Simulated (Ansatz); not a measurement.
Relaxation of [Ni(H2O)4]2+ (NiO4H8²⁺) with UKS PBE-D4/def2-SVP.

```sh
$ ansatz run in.yaml --threads 4 --pin off --events-out ev --progress --plain --max-ram 8704MiB
```

```yaml
crystal:
  periodic: [false, false, false]
  atoms:
    - {symbol: Ni, position_ang: [0.178380, -0.295020, -0.218450]}
    - {symbol: O, position_ang: [0.195590, -0.105340, 1.801470]}
    - {symbol: H, position_ang: [0.529600, 0.676620, 2.264750]}
    - {symbol: H, position_ang: [0.348530, -0.861170, 2.387630]}
    - {symbol: O, position_ang: [2.004180, 0.444780, -0.671260]}
    - {symbol: H, position_ang: [2.330070, 1.317400, -0.402780]}
    - {symbol: H, position_ang: [2.484750, 0.202540, -1.475720]}
    - {symbol: O, position_ang: [-0.876310, 1.333750, -0.823990]}
    - {symbol: H, position_ang: [-1.480620, 1.828380, -0.250110]}
    - {symbol: H, position_ang: [-1.190120, 1.444930, -1.733150]}
    - {symbol: O, position_ang: [-1.256250, -1.712830, -0.359190]}
    - {symbol: H, position_ang: [-2.171780, -1.612790, -0.058780]}
    - {symbol: H, position_ang: [-1.096020, -2.661250, -0.460420]}
basis:
  gaussian: {orbitals: def2-SVP}
total_charge: 2
magnetization: {spin_polarized: true, initial_magnetization: 2}
hamiltonian: {xc: pbe, dispersion: d4}
scf: {lower_state_search: "off"}
output: {orbitals: {seedname: orbitals}}
relax: {f_tol: 0.02, max_steps: 100}
```

Hardware: 4 threads of Intel Xeon Platinum 8259CL on a shared host. Wall time 47 s.

Positions (Å) and forces (eV/Å) at steps 1, 2, 3, 4, 5, 6, 7, 8, 9, 10, 11, 12, 13, 14, 16, 17, 18, 19, 22 of 22:

```xyz
13
step=1 energy=-49319.6984 eV
Ni    0.178   -0.295   -0.218   -0.146    0.233    0.195
O     0.196   -0.105    1.801   -0.345    0.060   -1.100
H     0.530    0.677    2.265    0.263    0.509    0.347
H     0.349   -0.861    2.388    0.083   -0.545    0.418
O     2.004    0.445   -0.671   -0.931   -0.610    0.453
H     2.330    1.317   -0.403    0.212    0.550    0.166
H     2.485    0.203   -1.476    0.429   -0.163   -0.598
O    -0.876    1.334   -0.824    0.787   -0.660    0.460
H    -1.481    1.828   -0.250   -0.431    0.310    0.338
H    -1.190    1.445   -1.733   -0.251    0.097   -0.655
O    -1.256   -1.713   -0.359    0.841    0.890   -0.107
H    -2.172   -1.613   -0.059   -0.619    0.096    0.175
H    -1.096   -2.661   -0.460    0.109   -0.766   -0.092
13
step=2 energy=-49319.7792 eV
Ni    0.175   -0.267   -0.207   -0.080    0.115    0.140
O     0.199   -0.056    1.793    0.075    0.065   -0.128
H     0.656    0.684    2.259   -0.071   -0.236   -0.032
H     0.234   -0.840    2.390   -0.005    0.191   -0.055
O     1.995    0.424   -0.679   -0.348   -0.234    0.061
H     2.341    1.306   -0.429    0.081    0.126    0.004
H     2.509    0.132   -1.462    0.093    0.002   -0.061
O    -0.904    1.336   -0.783    0.168   -0.219    0.272
H    -1.574    1.770   -0.211   -0.015    0.001   -0.035
H    -1.198    1.459   -1.709   -0.078    0.068   -0.148
O    -1.216   -1.698   -0.363    0.183    0.348    0.026
H    -2.166   -1.592   -0.138   -0.002   -0.028   -0.035
H    -1.051   -2.658   -0.461    0.000   -0.198   -0.011
13
step=3 energy=-49319.7770 eV rejected
Ni    0.170   -0.243   -0.191   -0.017   -0.022    0.071
O     0.203    0.006    1.778    0.446   -0.116    0.882
H     0.822    0.651    2.244   -0.670   -0.821   -0.360
H     0.049   -0.776    2.395    0.235    0.949   -0.538
O     1.972    0.408   -0.696    0.160    0.023   -0.195
H     2.331    1.301   -0.489   -0.010   -0.119   -0.068
H     2.517    0.053   -1.443   -0.135    0.125    0.232
O    -0.931    1.332   -0.724   -0.261    0.072    0.002
H    -1.650    1.709   -0.157    0.241   -0.104   -0.197
H    -1.186    1.505   -1.662    0.021    0.028    0.200
O    -1.163   -1.695   -0.361   -0.552    0.016    0.038
H    -2.149   -1.586   -0.270    0.606   -0.139   -0.094
H    -0.985   -2.663   -0.425   -0.063    0.109    0.028
13
step=4 energy=-49319.8057 eV
Ni    0.167   -0.257   -0.189   -0.004   -0.001    0.008
O     0.200   -0.020    1.780    0.091   -0.013    0.141
H     0.717    0.678    2.247   -0.080   -0.186   -0.037
H     0.155   -0.797    2.390   -0.003    0.225   -0.088
O     1.966    0.412   -0.695    0.020   -0.023   -0.072
H     2.329    1.296   -0.465    0.009   -0.027   -0.030
H     2.504    0.078   -1.449   -0.032    0.037    0.078
O    -0.920    1.321   -0.741   -0.044   -0.005   -0.058
H    -1.594    1.750   -0.169    0.005   -0.012   -0.016
H    -1.186    1.493   -1.673    0.019    0.014    0.103
O    -1.179   -1.698   -0.364   -0.202    0.043    0.021
H    -2.153   -1.591   -0.234    0.247   -0.062   -0.068
H    -1.006   -2.664   -0.436   -0.027    0.010    0.019
13
step=5 energy=-49319.8172 eV
Ni    0.187   -0.278   -0.176   -0.018    0.025    0.004
O     0.189    0.003    1.787    0.051   -0.059    0.148
H     0.715    0.692    2.254   -0.030   -0.118   -0.038
H     0.076   -0.744    2.422    0.009    0.176   -0.095
O     1.964    0.411   -0.729    0.039    0.042   -0.056
H     2.310    1.316   -0.556   -0.027   -0.077   -0.018
H     2.517    0.038   -1.454   -0.026    0.015    0.073
O    -0.910    1.303   -0.690   -0.044    0.024   -0.099
H    -1.587    1.714   -0.109    0.000   -0.009    0.003
H    -1.159    1.521   -1.617    0.020    0.004    0.094
O    -1.163   -1.709   -0.389   -0.130    0.000    0.010
H    -2.139   -1.588   -0.320    0.181   -0.051   -0.047
H    -1.000   -2.679   -0.420   -0.026    0.029    0.021
13
step=6 energy=-49319.8292 eV
Ni    0.172   -0.269   -0.171   -0.013    0.011    0.049
O     0.207    0.031    1.789    0.099   -0.138    0.359
H     0.824    0.651    2.250   -0.175   -0.235   -0.123
H    -0.021   -0.683    2.438    0.097    0.350   -0.240
O     1.938    0.415   -0.754    0.292   -0.040   -0.264
H     2.282    1.331   -0.635   -0.051   -0.146   -0.042
H     2.546   -0.036   -1.396   -0.241    0.204    0.292
O    -0.937    1.312   -0.656   -0.048    0.027   -0.156
H    -1.620    1.703   -0.069    0.016   -0.005    0.002
H    -1.159    1.583   -1.578    0.029   -0.026    0.139
O    -1.140   -1.728   -0.409   -0.325   -0.117   -0.008
H    -2.123   -1.610   -0.463    0.417   -0.118   -0.004
H    -0.968   -2.700   -0.347   -0.098    0.233   -0.005
13
step=7 energy=-49319.8614 eV
Ni    0.159   -0.273   -0.156   -0.038    0.017    0.058
O     0.262    0.019    1.797    0.033   -0.057   -0.047
H     0.971    0.540    2.233    0.005   -0.019    0.041
H    -0.133   -0.568    2.480    0.002    0.049   -0.035
O     1.899    0.440   -0.792   -0.104    0.003    0.037
H     2.203    1.372   -0.738    0.020    0.002   -0.048
H     2.588   -0.067   -1.274    0.052    0.015    0.011
O    -0.972    1.288   -0.651   -0.029    0.005    0.050
H    -1.593    1.726   -0.029    0.024   -0.013   -0.014
H    -1.173    1.623   -1.551    0.018   -0.018   -0.034
O    -1.144   -1.744   -0.395   -0.014   -0.028   -0.068
H    -2.088   -1.651   -0.656    0.059    0.012    0.027
H    -0.980   -2.706   -0.269   -0.027    0.032    0.023
13
step=8 energy=-49319.8846 eV
Ni    0.138   -0.279   -0.112   -0.021    0.050   -0.160
O     0.366   -0.050    1.819   -0.067   -0.210    0.102
H     1.098    0.440    2.252    0.034    0.038    0.015
H    -0.124   -0.535    2.521    0.034    0.100   -0.048
O     1.855    0.483   -0.791    0.098   -0.082   -0.047
H     2.090    1.437   -0.842   -0.026   -0.112   -0.027
H     2.646   -0.029   -1.086   -0.170    0.154    0.096
O    -0.981    1.274   -0.679   -0.008   -0.023    0.009
H    -1.588    1.769   -0.085    0.026   -0.009   -0.055
H    -1.172    1.554   -1.601    0.006   -0.020    0.055
O    -1.160   -1.747   -0.477    0.048    0.044    0.136
H    -2.112   -1.622   -0.691    0.056    0.000   -0.022
H    -1.056   -2.695   -0.229   -0.009    0.071   -0.055
13
step=9 energy=-49319.8188 eV rejected
Ni    0.131   -0.275   -0.084    0.063    0.110   -0.077
O     0.470   -0.150    1.842   -1.130   -0.643    1.079
H     1.196    0.347    2.282   -0.072    0.001    0.005
H    -0.185   -0.455    2.567    1.152    0.549   -1.093
O     1.817    0.508   -0.809    1.298   -0.332   -0.220
H     1.981    1.476   -0.997    0.030   -0.855    0.131
H     2.697   -0.009   -0.917   -1.396    1.092    0.132
O    -0.992    1.261   -0.688   -0.100    0.074    0.031
H    -1.575    1.801   -0.106    0.089   -0.070   -0.153
H    -1.183    1.511   -1.620   -0.008   -0.010    0.103
O    -1.170   -1.729   -0.470   -0.177   -0.189    0.075
H    -2.104   -1.601   -0.768    0.276   -0.033    0.083
H    -1.083   -2.686   -0.232   -0.024    0.306   -0.097
13
step=10 energy=-49319.9029 eV
Ni    0.138   -0.259   -0.100   -0.005    0.026   -0.029
O     0.415   -0.132    1.837   -0.039   -0.162    0.082
H     1.098    0.412    2.289   -0.014   -0.001   -0.022
H    -0.134   -0.556    2.535    0.054    0.095   -0.071
O     1.847    0.494   -0.794    0.112   -0.047   -0.074
H     2.059    1.450   -0.890   -0.003   -0.101   -0.016
H     2.649   -0.013   -1.068   -0.173    0.148    0.102
O    -0.981    1.284   -0.696   -0.018   -0.006    0.004
H    -1.615    1.781   -0.134    0.043   -0.027   -0.055
H    -1.154    1.535   -1.630   -0.005    0.000    0.042
O    -1.161   -1.723   -0.445    0.001    0.001    0.077
H    -2.105   -1.598   -0.691    0.049   -0.009   -0.006
H    -1.057   -2.675   -0.215   -0.003    0.082   -0.033
13
step=11 energy=-49319.9124 eV
Ni    0.137   -0.248   -0.097    0.033   -0.014    0.028
O     0.468   -0.213    1.838   -0.134    0.004    0.359
H     1.095    0.398    2.295   -0.095   -0.143   -0.128
H    -0.152   -0.546    2.536    0.217    0.104   -0.263
O     1.831    0.503   -0.813    0.088   -0.045   -0.044
H     2.041    1.458   -0.912    0.010   -0.035   -0.026
H     2.653    0.001   -1.029   -0.119    0.104    0.069
O    -0.981    1.287   -0.705   -0.031    0.017    0.015
H    -1.626    1.789   -0.159    0.035   -0.026   -0.041
H    -1.146    1.527   -1.643   -0.001    0.005    0.013
O    -1.165   -1.706   -0.415   -0.050   -0.002    0.013
H    -2.100   -1.588   -0.692    0.038   -0.006    0.006
H    -1.055   -2.661   -0.205    0.008    0.036   -0.001
13
step=12 energy=-49319.9232 eV
Ni    0.136   -0.225   -0.092   -0.043    0.001   -0.078
O     0.477   -0.267    1.832    0.005    0.002   -0.011
H     1.153    0.281    2.289    0.004    0.002    0.022
H    -0.144   -0.594    2.520   -0.008   -0.007    0.030
O     1.829    0.535   -0.799   -0.028    0.003   -0.006
H     1.999    1.479   -1.009   -0.015   -0.011    0.004
H     2.686    0.062   -0.896    0.020    0.004    0.009
O    -0.992    1.291   -0.748    0.019   -0.020    0.021
H    -1.625    1.815   -0.213    0.006    0.000    0.003
H    -1.157    1.515   -1.690    0.006   -0.011   -0.008
O    -1.185   -1.681   -0.367    0.002    0.008   -0.006
H    -2.110   -1.580   -0.683    0.025    0.025    0.016
H    -1.068   -2.631   -0.144    0.006    0.004    0.004
13
step=13 energy=-49319.9222 eV rejected
Ni    0.151   -0.270   -0.120    0.009    0.081    0.014
O     0.457   -0.270    1.818    0.009   -0.007    0.022
H     1.120    0.291    2.281   -0.007   -0.010   -0.014
H    -0.164   -0.599    2.506    0.007   -0.004   -0.028
O     1.818    0.545   -0.825    0.010   -0.074    0.040
H     1.947    1.498   -1.024   -0.022    0.003   -0.010
H     2.706    0.124   -0.860    0.012    0.008   -0.013
O    -0.953    1.273   -0.748    0.001   -0.003   -0.026
H    -1.523    1.844   -0.190   -0.022    0.009    0.009
H    -1.153    1.488   -1.685   -0.009   -0.017    0.008
O    -1.187   -1.705   -0.387    0.038    0.045    0.034
H    -2.133   -1.565   -0.610   -0.022   -0.013   -0.020
H    -1.086   -2.654   -0.156   -0.005   -0.018   -0.015
13
step=14 energy=-49319.9253 eV
Ni    0.142   -0.234   -0.102   -0.001    0.008   -0.010
O     0.473   -0.277    1.827    0.000   -0.001    0.010
H     1.144    0.272    2.291   -0.008   -0.004    0.005
H    -0.146   -0.613    2.514    0.009    0.003   -0.008
O     1.826    0.539   -0.809    0.074   -0.047    0.001
H     1.973    1.484   -1.034   -0.006   -0.013   -0.001
H     2.704    0.094   -0.857   -0.073    0.054    0.002
O    -0.978    1.286   -0.755    0.001    0.006   -0.015
H    -1.592    1.828   -0.214    0.004    0.001   -0.002
H    -1.166    1.490   -1.697    0.000   -0.009    0.016
O    -1.185   -1.679   -0.371   -0.013    0.002    0.004
H    -2.120   -1.560   -0.647    0.014    0.001    0.004
H    -1.075   -2.630   -0.147   -0.001    0.002   -0.007
13
step=16 energy=-49319.9268 eV
Ni    0.151   -0.239   -0.103    0.013    0.012    0.024
O     0.469   -0.291    1.830    0.008    0.004   -0.009
H     1.124    0.265    2.308   -0.001    0.000    0.000
H    -0.147   -0.651    2.507   -0.006   -0.004   -0.005
O     1.828    0.545   -0.809    0.034    0.000   -0.001
H     1.938    1.482   -1.085    0.001   -0.042    0.010
H     2.724    0.137   -0.809   -0.033    0.031   -0.007
O    -0.956    1.287   -0.768   -0.012    0.016   -0.049
H    -1.529    1.866   -0.220    0.007   -0.007   -0.023
H    -1.207    1.433   -1.707   -0.002    0.000    0.064
O    -1.189   -1.670   -0.365   -0.005    0.007   -0.002
H    -2.133   -1.536   -0.600    0.002   -0.020    0.004
H    -1.075   -2.629   -0.179   -0.007    0.004   -0.007
13
step=17 energy=-49319.9274 eV
Ni    0.153   -0.234   -0.100    0.002    0.001    0.011
O     0.466   -0.295    1.833    0.001    0.004    0.007
H     1.113    0.263    2.319   -0.004   -0.004   -0.003
H    -0.150   -0.669    2.502    0.003    0.001   -0.008
O     1.831    0.544   -0.806    0.023    0.010   -0.004
H     1.927    1.473   -1.112    0.006   -0.038    0.010
H     2.733    0.152   -0.784   -0.026    0.025   -0.006
O    -0.943    1.297   -0.777   -0.033    0.015   -0.107
H    -1.493    1.897   -0.226    0.011   -0.016   -0.038
H    -1.245    1.400   -1.709    0.023    0.002    0.143
O    -1.190   -1.666   -0.361   -0.025   -0.011   -0.008
H    -2.142   -1.533   -0.565    0.035   -0.030    0.012
H    -1.061   -2.630   -0.214   -0.015    0.041   -0.008
13
step=18 energy=-49319.9278 eV
Ni    0.153   -0.232   -0.101    0.005    0.001    0.007
O     0.463   -0.294    1.832   -0.002    0.000    0.008
H     1.108    0.265    2.321   -0.003   -0.002   -0.003
H    -0.153   -0.670    2.501    0.004    0.002   -0.006
O     1.833    0.543   -0.804    0.017    0.001   -0.004
H     1.928    1.469   -1.120    0.001   -0.022    0.006
H     2.735    0.152   -0.780   -0.019    0.017   -0.003
O    -0.940    1.301   -0.777   -0.022    0.010   -0.066
H    -1.483    1.904   -0.224    0.008   -0.011   -0.025
H    -1.258    1.394   -1.704    0.015    0.003    0.089
O    -1.188   -1.666   -0.366   -0.024    0.006   -0.004
H    -2.144   -1.537   -0.556    0.027   -0.022    0.007
H    -1.055   -2.629   -0.221   -0.007    0.017   -0.006
13
step=19 energy=-49319.9282 eV
Ni    0.151   -0.231   -0.098    0.002    0.002   -0.001
O     0.458   -0.290    1.835    0.001    0.001    0.001
H     1.102    0.270    2.324   -0.002   -0.001    0.001
H    -0.157   -0.667    2.502    0.000   -0.001   -0.001
O     1.832    0.537   -0.806    0.017   -0.009    0.004
H     1.924    1.457   -1.139   -0.005    0.000    0.000
H     2.737    0.156   -0.765   -0.011    0.005   -0.001
O    -0.932    1.308   -0.777   -0.007    0.009   -0.009
H    -1.458    1.924   -0.221    0.005   -0.006   -0.004
H    -1.280    1.385   -1.693    0.002   -0.002    0.012
O    -1.189   -1.667   -0.367   -0.014   -0.009   -0.009
H    -2.148   -1.550   -0.543    0.014   -0.002    0.007
H    -1.040   -2.632   -0.253   -0.001    0.013    0.002
13
step=22 energy=-49319.9285 eV
Ni    0.154   -0.229   -0.099    0.002    0.001    0.001
O     0.450   -0.292    1.836    0.001    0.000   -0.001
H     1.086    0.269    2.333   -0.001   -0.001    0.000
H    -0.167   -0.680    2.497    0.000   -0.001   -0.001
O     1.836    0.536   -0.806   -0.001    0.004    0.001
H     1.916    1.448   -1.163   -0.001   -0.004    0.000
H     2.746    0.169   -0.748    0.001    0.000    0.000
O    -0.921    1.315   -0.784   -0.009    0.001   -0.014
H    -1.417    1.950   -0.223    0.002   -0.002   -0.004
H    -1.318    1.359   -1.682    0.007    0.001    0.017
O    -1.187   -1.664   -0.372   -0.002   -0.005    0.000
H    -2.152   -1.552   -0.509    0.001    0.001    0.001
H    -1.027   -2.630   -0.278    0.000    0.003    0.000
```
